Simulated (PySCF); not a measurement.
Computed properties of 4H-1,3,5-dioxazine (C3H5NO2), SMILES C1=NCOCO1

4H-1,3,5-dioxazine (C3H5NO2), SMILES C1OC=NCO1. The structure is a stationary point at ωB97X-D3(BJ)/def2-SVP. The values are those of a single conformer. All values are computed for the isolated molecule unless a solvent is named; none is compared with measurement here.

**Structure.** All 27 harmonic modes at ωB97X-D3(BJ)/def2-SVP (PySCF) are real, so it is a minimum. With heavy atoms numbered as in [CH:1]1=[N:2][CH2:3][O:4][CH2:5][O:6]1, the shortest bond between them is C1–N2 at 1.265 Å and the longest N2–C3 at 1.439 Å.

**Vibrations.** The strongest infrared lines (harmonic, unscaled, degenerate partners summed) lie at 1810 cm⁻¹ (241 km/mol, C 53 %, N 42 %), 1281 cm⁻¹ (224 km/mol, H 46 %, O 31 %, C 21 %), 1265 cm⁻¹ (128 km/mol, H 65 %, O 20 %, C 14 %). The softest mode is at 188 cm⁻¹ and the zero-point energy is 55.9 kcal/mol.

**Electronic structure.** M06-2X/def2-TZVP (PySCF) places the frontier levels at -9.01 and 1.06 eV, a gap of 10.07 eV, and gives a dipole moment of 1.44 D and a mean polarisability of 46.5 bohr³. PBE/def2-TZVP (PySCF) at the same geometry gives -6.11 and -0.95 eV, so its gap is 4.91 eV narrower. An orbital gap is neither the optical nor the fundamental gap.

**Excitations.** TDDFT-M06-2X/def2-SVPD (PySCF) has S1 at 5.92 eV (210 nm, f = 0.009, weak); the most intense of the 10 singlets computed lies at 7.21 eV (f = 0.09). T1 (TDA) is at 5.09 eV. TDDFT-PBE/def2-SVPD (PySCF) puts S1 at 5.46 eV. No vertical singlet excitation falls in the visible range (under 3.1 eV).

**NMR.** GIAO shifts at KT2/pcSseg-1 (PySCF) (non-relativistic, atoms alike by connectivity averaged): ¹³C from 83.3 to 146.6 ppm against TMS; ¹H from 5.4 to 7.2 ppm against TMS.

**Solvation.** SMD-B3LYP/def2-SVP (PySCF) gives -7.4 kcal/mol in water, -3.8 kcal/mol in chloroform, -4.9 kcal/mol in acetonitrile (1 M in both phases, gas-phase geometry); of these solvents water holds the molecule best.
